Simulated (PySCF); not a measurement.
PySCF input for CH6AlBO4, SMILES OB(O)[CH2][Al]([OH])[OH], TDA-CAM-B3LYP/def2-SVPD. The structure is a stationary point at PBE0-D3(BJ)/def2-SVP. The structure was generated by enumeration; whether it is a known compound was not checked. Other conformers were not sampled.

```python
import numpy as np
from pyscf import gto, scf, dft, tdscf

mol = gto.M(
    atom='''
    B    -1.54970366   -0.16688823    0.48991869
    O    -2.35143130   -0.49177652    1.54585979
    O    -1.72114699   -0.85467013   -0.67496161
    C    -0.45340903    0.95738929    0.67541319
    Al    1.16111298    0.35601687   -0.18700705
    O     2.78818283    0.27432935    0.29955068
    O     0.77778304   -0.26170190   -1.74475625
    H    -2.94807863   -1.20873238    1.30122698
    H    -1.02387901   -0.67612039   -1.33149214
    H    -0.76793498    1.82434737    0.06173962
    H    -0.37390706    1.29404294    1.71804622
    H     3.14901626    0.55206327    1.14217516
    H     1.39218659   -0.65316130   -2.36821747
    ''',
    basis='def2-SVPD',
    charge=0,
    spin=0,
    max_memory=1600,
    verbose=4,
)
mf = dft.RKS(mol, xc='cam-b3lyp').density_fit(auxbasis='def2-universal-jkfit')
mf.grids.level = 3
mf.conv_tol = 1e-9
mf.max_cycle = 100
mf.kernel()
mf.grids = dft.Grids(mol).set(level=1).build(with_non0tab=True)  # coarser grid for the response kernel
td = tdscf.TDA(mf)
td.singlet = True
td.nstates = 6
td.conv_tol = 1e-4
td.positive_eig_threshold = 1e-6
td.kernel(x0=td.get_init_guess(mf, 11))
td.analyze()
tt = tdscf.TDA(mf)
tt.singlet = False
tt.nstates = 2
tt.conv_tol = 1e-4
tt.positive_eig_threshold = 1e-6
tt.kernel(x0=tt.get_init_guess(mf, 7))
tt.analyze(verbose=3)
```

Output:

```
PySCF version 2.14.0

[INPUT] verbose = 4
[INPUT] num. atoms = 13
[INPUT] num. electrons = 62
[INPUT] charge = 0
[INPUT] spin (= nelec alpha-beta = 2S) = 0
[INPUT] symmetry False subgroup None
[INPUT] Mole.unit = angstrom
[INPUT] Symbol           X                Y                Z      unit          X                Y                Z       unit  Magmom
[INPUT]  1 B     -1.549703660000  -0.166888230000   0.489918690000 AA   -2.928515491636  -0.315373048113   0.925812147406 Bohr   0.0
[INPUT]  2 O     -2.351431300000  -0.491776520000   1.545859790000 AA   -4.443561157730  -0.929322937292   2.921251630078 Bohr   0.0
[INPUT]  3 O     -1.721146990000  -0.854670130000  -0.674961610000 AA   -3.252496431220  -1.615092472546  -1.275492587495 Bohr   0.0
[INPUT]  4 C     -0.453409030000   0.957389290000   0.675413190000 AA   -0.856818889105   1.809203552692   1.276345950019 Bohr   0.0
[INPUT]  5 Al     1.161112980000   0.356016870000  -0.187007050000 AA    2.194185531878   0.672774380025  -0.353392107863 Bohr   0.0
[INPUT]  6 O      2.788182830000   0.274329350000   0.299550680000 AA    5.268901933915   0.518407339430   0.566068745627 Bohr   0.0
[INPUT]  7 O      0.777783040000  -0.261701900000  -1.744756250000 AA    1.469796929932  -0.494544917278  -3.297111466623 Bohr   0.0
[INPUT]  8 H     -2.948078630000  -1.208732380000   1.301226980000 AA   -5.571061204383  -2.284173156094   2.458962618095 Bohr   0.0
[INPUT]  9 H     -1.023879010000  -0.676120390000  -1.331492140000 AA   -1.934850913591  -1.277682364334  -2.516155481611 Bohr   0.0
[INPUT] 10 H     -0.767934980000   1.824347370000   0.061739620000 AA   -1.451186793673   3.447516885371   0.116670972835 Bohr   0.0
[INPUT] 11 H     -0.373907060000   1.294042940000   1.718046220000 AA   -0.706581939441   2.445386750027   3.246636825144 Bohr   0.0
[INPUT] 12 H      3.149016260000   0.552063270000   1.142175160000 AA    5.950778293202   1.043248383732   2.158398238681 Bohr   0.0
[INPUT] 13 H      1.392186590000  -0.653161300000  -2.368217470000 AA    2.630851369392  -1.234295972165  -4.475282421710 Bohr   0.0

nuclear repulsion = 351.653677078596
number of shells = 86
number of NR pGTOs = 294
number of NR cGTOs = 204
basis = def2-SVPD
ecp = {}


[settings echo left out]
init E= -610.242795952018
  HOMO = -0.37270945598681  LUMO = -0.0733289355862046  gap/eV = 8.14656
cycle= 1 E= -609.398371446254  delta_E= 0.844  |g|= 1.26  |ddm|= 4.73
  HOMO = -0.234705137395068  LUMO = 0.00653306055840908  gap/eV = 6.56443
cycle= 2 E= -609.201584489745  delta_E= 0.197  |g|= 1.66  |ddm|= 3.55
  HOMO = -0.352246035963335  LUMO = -0.00704439631912379  gap/eV = 9.39342
cycle= 3 E= -609.704439123981  delta_E= -0.503  |g|= 0.112  |ddm|= 1.88
  HOMO = -0.3655466642631  LUMO = -0.00523047882334104  gap/eV = 9.80470
cycle= 4 E= -609.706597377601  delta_E= -0.00216  |g|= 0.0561  |ddm|= 0.219
  HOMO = -0.360831817221562  LUMO = -0.0045858342467584  gap/eV = 9.69395
cycle= 5 E= -609.707237386761  delta_E= -0.00064  |g|= 0.0106  |ddm|= 0.0622
  HOMO = -0.359617630078282  LUMO = -0.00440350796124545  gap/eV = 9.66587
cycle= 6 E= -609.707256344185  delta_E= -1.9e-05  |g|= 0.00472  |ddm|= 0.0205
  HOMO = -0.360333973681236  LUMO = -0.00452510429600395  gap/eV = 9.68205
cycle= 7 E= -609.707261470631  delta_E= -5.13e-06  |g|= 0.00078  |ddm|= 0.00675
  HOMO = -0.360329963954604  LUMO = -0.0045398137415793  gap/eV = 9.68154
cycle= 8 E= -609.707261624365  delta_E= -1.54e-07  |g|= 0.000429  |ddm|= 0.00198
  HOMO = -0.360311127410927  LUMO = -0.00453598399100041  gap/eV = 9.68113
cycle= 9 E= -609.707261660448  delta_E= -3.61e-08  |g|= 7.17e-05  |ddm|= 0.000504
  HOMO = -0.360311151949598  LUMO = -0.00453513534719363  gap/eV = 9.68116
cycle= 10 E= -609.707261662368  delta_E= -1.92e-09  |g|= 1.74e-05  |ddm|= 0.000224
  HOMO = -0.360311507848518  LUMO = -0.00453542800745321  gap/eV = 9.68116
cycle= 11 E= -609.707261662451  delta_E= -8.34e-11  |g|= 1.06e-05  |ddm|= 4.4e-05
  HOMO = -0.360311727317424  LUMO = -0.0045355728157439  gap/eV = 9.68116
Extra cycle  E= -609.707261662448  delta_E= 3.41e-12  |g|= 1.29e-05  |ddm|= 2.89e-05
converged SCF energy = -609.707261662448
tot grids = 52264
Overwritten attributes  positive_eig_threshold  of <class 'pyscf.tdscf.rks.TDA'>


******** <class 'pyscf.tdscf.rks.TDA'> for <class 'pyscf.df.df_jk.DFRKS'> ********
nstates = 6 singlet
deg_eia_thresh = 1.000e-03
wfnsym = None
conv_tol = 0.0001
eigh lindep = 1e-12
eigh level_shift = 0
eigh max_cycle = 100


Excitation energies (eV)
[6.88190312 7.33440897 7.40086914 7.72881038 7.90992649 8.05572846]

** Singlet excitation energies and oscillator strengths **
Excited State   1:      6.88190 eV    180.16 nm  f=0.1470
      31 -> 32        0.67428
Excited State   2:      7.33441 eV    169.04 nm  f=0.0199
      27 -> 32        0.10516
      28 -> 32        0.22190
      31 -> 33        0.52781
      31 -> 34       -0.28713
      31 -> 35        0.15817
Excited State   3:      7.40087 eV    167.53 nm  f=0.0132
      28 -> 32       -0.48934
      29 -> 32        0.30042
      30 -> 32       -0.20529
      31 -> 33        0.22207
      31 -> 34       -0.13110
Excited State   4:      7.72881 eV    160.42 nm  f=0.0145
      26 -> 32       -0.13398
      27 -> 32        0.19415
      29 -> 32       -0.27959
      30 -> 32       -0.48880
      30 -> 33       -0.24281
      30 -> 34       -0.10642
Excited State   5:      7.90993 eV    156.75 nm  f=0.0394
      28 -> 32        0.35406
      29 -> 32        0.45549
      29 -> 33        0.15998
      30 -> 32       -0.19482
      30 -> 33       -0.20355
Excited State   6:      8.05573 eV    153.91 nm  f=0.1188
      26 -> 32       -0.20066
      27 -> 32        0.47643
      28 -> 34       -0.13335
      28 -> 35       -0.13916
      29 -> 32        0.19095
      29 -> 33        0.11680
      30 -> 32        0.10604
      30 -> 33        0.18550
      30 -> 35       -0.12900

** Transition electric dipole moments (AU) **
state          X           Y           Z        Dip. S.      Osc.
  1         0.8792     -0.1149     -0.2932      0.8721      0.1470
  2        -0.2680     -0.1687      0.1028      0.1109      0.0199
  3        -0.0583     -0.2402      0.1095      0.0731      0.0132
  4         0.0864      0.1151     -0.2362      0.0765      0.0145
  5         0.2275      0.3652      0.1342      0.2032      0.0394
  6         0.3385      0.6673     -0.2051      0.6019      0.1188

** Transition velocity dipole moments (imaginary part, AU) **
state          X           Y           Z        Dip. S.      Osc.
  1         0.2127     -0.0101     -0.0634      0.0494      0.1301
  2        -0.0414      0.0126     -0.0002      0.0019      0.0046
  3        -0.0028     -0.0316      0.0108      0.0011      0.0028
  4         0.0182      0.0188     -0.0677      0.0053      0.0124
  5         0.0669      0.0971      0.0471      0.0161      0.0370
  6         0.1028      0.1512     -0.0405      0.0351      0.0790

** Transition magnetic dipole moments (imaginary part, AU) **
state          X           Y           Z
  1         0.1241     -0.5945      0.8294
  2        -0.2818     -0.1670     -0.9576
  3        -0.6809      0.3920      0.2295
  4         0.0770     -0.1383     -0.2739
  5         0.4725      0.5374     -0.0726
  6        -0.6179     -0.1201     -0.6789


******** <class 'pyscf.tdscf.rks.TDA'> for <class 'pyscf.df.df_jk.DFRKS'> ********
nstates = 2 triplet
deg_eia_thresh = 1.000e-03
wfnsym = None
conv_tol = 0.0001
eigh lindep = 1e-12
eigh level_shift = 0
eigh max_cycle = 100


Excitation energies (eV)
[6.27291724 6.82611758]

** Triplet excitation energies and oscillator strengths **
Excited State   1:      6.27292 eV    197.65 nm  f=0.0000
Excited State   2:      6.82612 eV    181.63 nm  f=0.0000
```

The calculation finished and met its thresholds.

Cost: very roughly 7 core-minutes.
